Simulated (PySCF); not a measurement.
Species: CH9NSeSi2.
SMILES with atom numbers: `[CH3:1][Si@H:2]([SeH:3])[SiH2:4][NH2:5]` (hydrogens: H6, H7, H8 on C1; H9 on Si2; H10 on Se3; H11, H12 on Si4; H13, H14 on N5)

Method used: PBE0-D3(BJ)/def2-SVP geometry optimisation, gas phase in PySCF 2.14.0.

(1) What internal coordinates does the optimisation give?

Results:

(1) 
```csv
bond,length (Å)
C1–Si2,1.883
Si2–Se3,2.297
Si2–Si4,2.345
Si4–N5,1.741
"C1–H6, C1–H7, C1–H8",1.101
Si2–H9,1.497
Se3–H10,1.472
Si4–H11,1.506
Si4–H12,1.495
"N5–H13, N5–H14",1.015
```

Bonds in one row agree within 0.01 Å and their mean is given. A selection of angles:
```csv
angle,degrees
Si2–C1–H6,110.7
Si2–C1–H8,110.3
H6–C1–H7,108.0
H7–C1–H8,109.0
C1–Si2–Se3,111.9
C1–Si2–Si4,111.6
C1–Si2–H9,109.3
Se3–Si2–Si4,104.9
Se3–Si2–H9,108.6
Si4–Si2–H9,110.5
Si2–Se3–H10,93.9
Si2–Si4–N5,106.9
Si2–Si4–H11,108.6
Si2–Si4–H12,110.6
N5–Si4–H11,116.2
N5–Si4–H12,107.6
H11–Si4–H12,106.9
Si4–N5–H13,118.3
Si4–N5–H14,118.7
H13–N5–H14,109.8
```

Dihedral angles: C1–Si2–Si4–N5 -39° (synclinal); H10–Se3–Si2–C1 74° (synclinal).

Se3 (selenium bonded to Si and H) is bent (angle 93.9°). Si4 (SiH2 silicon) is distorted tetrahedral (angles from 106.9° to 116.2°). N5 (silicon-bound nitrogen) is pyramidal (angles 118.7°, 118.3° and 109.8°, sum 346.8°, 0.25 Å off the plane of its three neighbours). Si2 (SiH silicon) is distorted tetrahedral (angles from 104.9° to 111.9°).

Point group: C1 (no symmetry element, even within 0.4 Å). No PBE0-D3(BJ)/def2-SVP frequencies stand behind this structure, so it isn't proved a minimum. The numbers are those of one conformer (C1–Si2–Se3–H 74°, C1–Si2–Si4–N5 -39°, Si2–Si4–N5–H 57° and -166°).
